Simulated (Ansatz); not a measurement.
Si2Mo2, relaxed as a triplet with UKS PBE0-D4/def2-SVP in Ansatz, starting from the PBE0-D4/def2-SVP geometry of the neutral singlet. Force threshold 0.02 eV/Å.

In the def2 sets Mo takes a core potential; there is no spin–orbit coupling. The charge 0 triplet is spin-contaminated (final ⟨S²⟩ up to 2.17, 2.00 for a pure state). At PBE0-D4/def2-SVP a singlet of charge 0 lies 0.34 eV below the triplet, each at its own geometry. The structure comes from a short search, and lower isomers may exist.

Start:

```xyz
4

Mo    0.3073   -1.1128    0.7492
Mo   -0.7842   -0.5836   -0.9688
Si    1.2613    0.6526   -0.6003
Si   -0.7845    1.0438    0.8199
```

Q: Estimate the energy that the relaxation releases and the steps that it takes.

A: 0.40 eV, in 5 steps; 58 s on 2 threads of Arm Neoverse V1 on a shared host. No frequencies were taken in this run, so the end may be a saddle point.

Q: Does the start keep its bonding and symmetry?

A: By distances, no bond broke or formed. The bond that changes most is Mo1–Si3, from 2.42 to 2.63 Å (atoms count from 1). Point group C2v at the start, Cs at the end, both within 0.05 Å.

Q: Predict the relaxed structure.

A: 
```tsv
atom	x (Å)	y (Å)	z (Å)
Mo1	0.3069	-1.2983	0.7997
Mo2	-0.7490	-0.5553	-0.9259
Si3	1.1953	0.7405	-0.6132
Si4	-0.7532	1.1132	0.7395
```
Bond lengths (bridged metal pairs left out): 4 × Mo–Si 2.36 to 2.63 Å; 1 × Mo–Mo 2.16 Å; 1 × Si–Si 2.40 Å.
